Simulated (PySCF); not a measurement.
HCl3Si, triplet, geometry from GFN2-xTB (a higher spin typed on purpose: for a closed-shell molecule this is an excited state), with bond 5-1 at 1.6 times its length. Base run: B3LYP/cc-pVDZ (PySCF).

Here is a job for PySCF.
```python
from pyscf import gto, scf, dft

mol = gto.Mole()
mol.atom = '''
    Si   -0.01404076    0.00831523   -0.23681379
    Cl   -1.35951511   -1.59640339    0.06376448
    Cl   -0.69409234    1.97400179    0.14967886
    Cl    2.06054932   -0.38170952   -0.09636064
    H     0.13411866   -0.07942789    2.26206786
'''
mol.basis = 'cc-pvdz'
mol.spin = 2
mol.verbose = 4
mol.build()

mf = dft.UKS(mol)
mf.xc = 'b3lyp'
mf.kernel()
```

Variants of this job, named by their change:

```json
[
 {"change": "base", "ΔE vs base (mEh)": "0.000", "SCF cycles": "10", "<S^2>": "2.003", "outcome": "converged"},
 {"change": "init_guess = vsap", "ΔE vs base (mEh)": "0.000", "SCF cycles": "11", "<S^2>": "2.003", "outcome": "converged"},
 {"change": "level_shift = 0.1 (with mf.max_cycle = 100)", "ΔE vs base (mEh)": "0.000", "SCF cycles": "14", "<S^2>": "2.003", "outcome": "converged"},
 {"change": "level_shift = 0.3 (with mf.max_cycle = 100)", "ΔE vs base (mEh)": "0.000", "SCF cycles": "25", "<S^2>": "2.003", "outcome": "converged"},
 {"change": "init_guess = atom", "ΔE vs base (mEh)": "0.000", "SCF cycles": "10", "<S^2>": "2.003", "outcome": "converged"},
 {"change": "damp = 0.5; diis_start_cycle = 5", "ΔE vs base (mEh)": "0.000", "SCF cycles": "12", "<S^2>": "2.003", "outcome": "converged"},
 {"change": "conv_tol = 1e-6", "ΔE vs base (mEh)": "0.000", "SCF cycles": "7", "<S^2>": "2.003", "outcome": "converged"},
 {"change": "DIIS = ADIIS", "ΔE vs base (mEh)": "0.000", "SCF cycles": "14", "<S^2>": "2.003", "outcome": "converged"},
 {"change": "conv_tol_grad = 1e-7", "ΔE vs base (mEh)": "0.000", "SCF cycles": "14", "<S^2>": "2.003", "outcome": "converged"},
 {"change": "init_guess = mod_huckel", "ΔE vs base (mEh)": "0.000", "SCF cycles": "14", "<S^2>": "2.003", "outcome": "converged"},
 {"change": "level_shift = 1.0 (with mf.max_cycle = 100)", "ΔE vs base (mEh)": "0.000", "SCF cycles": "63", "<S^2>": "2.003", "outcome": "converged"},
 {"change": "conv_tol_grad = 1e-3", "ΔE vs base (mEh)": "0.000", "SCF cycles": "10", "<S^2>": "2.003", "outcome": "converged"},
 {"change": "diis = off (with mf.max_cycle = 100)", "ΔE vs base (mEh)": "-", "SCF cycles": "100", "<S^2>": "-", "outcome": "not converged"}
]
```

Open shells are given as the SCF converged; they aren't shown to be the lowest states, and a large step between rows can be another state.
